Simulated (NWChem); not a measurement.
Species: Si2NH7S; SMILES N[SiH2]S[SiH3]

```xyz
11

Si    -0.3554    -2.1226     0.0011
S      0.9581    -0.4110    -0.0010
Si    -0.5563     1.1703    -0.0015
N      0.1311     2.7629     0.0032
H     -1.2363    -2.1469    -1.2199
H     -1.2429    -2.1382     1.2174
H      0.5263    -3.3370     0.0075
H     -1.3946     1.0285    -1.2401
H     -1.4007     1.0205     1.2320
H      0.6371     3.0670     0.8398
H      0.6279     3.0746    -0.8360
```
Atoms are numbered in this order, from 1.

Computed with NWChem. Pople sets run with spherical d functions. Coordinates come from a PBE-D3(BJ)/def2-SVP optimisation. Total energies of different functionals are on different scales.

```
level                               energy (Ha)  highest occupied level (eV)  orbital gap (eV)  dipole (D)
----------------------------------  -----------  ---------------------------  ----------------  ----------
B3LYP/6-31G*                         -1036.1993                        -6.87              6.94        1.01
PBE/6-31G*                           -1035.5840                        -5.93                 ?        1.15
B97-D/6-31G*                         -1036.1020                        -5.89              5.45        1.10
RPBE/6-31G*                          -1036.0454                        -5.91              5.38        1.16
Hartree-Fock/6-31G*                  -1033.9309                        -9.97             13.37        0.82
BP86/6-31G*                          -1036.2339                        -6.03              5.38        1.15
LDA (Slater exchange, PW92)/6-31G*   -1031.9279                        -5.96              5.15        1.15
```

### Question
Fill in the missing entries.

### Answer

- PBE/6-31G*, orbital gap (eV): 5.32
